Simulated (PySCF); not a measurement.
Molecule: SMILES FC(F)C(F)(F)F, C₂HF₅.

Molfile (atoms numbered from 1):
```
C2HF5
     RDKit          3D

  8  7  0  0  0  0  0  0  0  0999 V2000
   -0.0908   -1.7317    0.1832 F   0  0  0  0  0  0  0  0  0  0  0  0
    0.3497   -0.5948   -0.3695 C   0  0  0  0  0  0  0  0  0  0  0  0
    1.6687   -0.4864   -0.1712 F   0  0  0  0  0  0  0  0  0  0  0  0
   -0.3513    0.5868    0.3034 C   0  0  0  0  0  0  0  0  0  0  0  0
   -0.0934    0.6249    1.6014 F   0  0  0  0  0  0  0  0  0  0  0  0
    0.0606    1.7238   -0.2489 F   0  0  0  0  0  0  0  0  0  0  0  0
   -1.6639    0.4812    0.1279 F   0  0  0  0  0  0  0  0  0  0  0  0
    0.1345   -0.5971   -1.4524 H   0  0  0  0  0  0  0  0  0  0  0  0
  1  2  1  0
  2  3  1  0
  2  4  1  0
  4  5  1  0
  4  6  1  0
  4  7  1  0
  2  8  1  0
M  END
```

Geometry PBE0-D3(BJ)/def2-SVP throughout; GIAO in PySCF 2.14.0 with density-fitted response routines, gas phase, one conformer, non-relativistic; equivalent atoms averaged; functional PBE0.

For orientation, 6-31G gives these shifts δ (against CFCl3, TMS at the same level): F5/F6/F7 -106.1, F1/F3 -161.1, C4 124.5, C2 109.8, H8 5.72 ppm.

A run gave: F5/F6/F7 -97.5, F1/F3 -148.2, C4 118.0, C2 106.9, H8 5.58 ppm (shifts δ (against CFCl3, TMS at the same level)).

Task: Which basis set was used in that run?
A. STO-3G
B. def2-TZVP
C. 6-31G*
D. pcSseg-0

Result: C. C4 tells them apart best: 6-31G* gives 118.0, STO-3G gives 90.0, def2-TZVP gives 126.2, pcSseg-0 gives 143.2 ppm.
